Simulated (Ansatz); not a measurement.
`O=C[SiH](O)CO` + H₂O → `O=C[SiH](O)O` + CH₃OH  (formal hydrolysis of the Si–C bond)

Gas-phase electronic energies from Ansatz, PBE0-D4/def2-TZVP geometries. CCSD(T)/CBS adds triple-zeta CCSD(T) − MP2 to the extrapolated MP2 energy (def2 sets, frozen cores). This one scheme is used for every species. Functionals use def2-TZVPP. Each species was taken in one conformer, which may not be the lowest.

`O=C[SiH](O)CO`:

Cartesian coordinates in Å:
```
O -0.521 1.424 -2.103
C -0.315 1.563 -0.918
Si 0.730 0.209 -0.036
O 0.949 -0.906 -1.223
C -0.214 -0.627 1.356
O -1.355 -1.299 0.846
H -0.730 2.456 -0.398
H 2.004 0.812 0.447
H 0.649 -0.583 -2.082
H -0.571 0.114 2.078
H 0.443 -1.308 1.918
H -1.069 -1.855 0.115
```

H₂O:

Cartesian coordinates in Å:
```
O 0.275 0.041 0.272
H -0.581 -0.380 0.368
H 0.306 0.339 -0.640
```

`O=C[SiH](O)O`:

Z-matrix (Å, degrees):
```
Si
C 1 1.928
O 1 1.632 2 102.1
O 1 1.635 2 111.4 3 121.5
H 1 1.477 2 112.1 3 -121.2
O 2 1.212 1 118.0 3 -0.9
H 2 1.114 1 123.2 3 180.0
H 3 0.965 1 112.2 2 0.2
H 4 0.959 1 118.2 2 -71.1
```

CH₃OH:

Z-matrix (Å, degrees):
```
C
O 1 1.409
H 1 1.097 2 112.4
H 1 1.090 2 107.0 3 -118.5
H 1 1.097 2 112.4 3 123.0
H 2 0.959 1 108.5 3 -61.6
```

```
             level  ΔE (kcal/mol)  difference from CCSD(T)/CBS
         r2SCAN-D4          -28.0                          0.1
               PBE          -25.9                          2.2
            r2SCAN          -28.3                         -0.2
              PBE0          -27.3                          0.8
     HF/def2-TZVPP          -34.3                         -6.2
SCS-MP2/def2-TZVPP          -30.0                         -1.9
   CCSD/def2-TZVPP          -29.3                         -1.2
CCSD(T)/def2-TZVPP          -28.5                         -0.4
      HF/CBS(def2)          -34.6                         -6.5
    CCSD/CBS(def2)          -28.9                         -0.8
       CCSD(T)/CBS          -28.1                            0
```

Largest T1 diagnostic among the species: 0.014.

The D4 term adds +1.6 kcal/mol with B3LYP and +0.9 kcal/mol with PBE0; it sums over pairs of atoms, weighted by their polarisabilities, and B3LYP, whose exchange is more repulsive, gets the larger term. From PBE to PBE0 (25 % exact exchange), in def2-TZVPP and without D4, ΔE moves by −1.4 kcal/mol. In def2-TZVPP, CCSD(T) changes the Hartree–Fock value by +5.8 kcal/mol (the triples alone add +0.8 kcal/mol) and MP2 by +5.3 kcal/mol.

B3LYP here is the variant with VWN-RPA as its local correlation; programs differ in this.
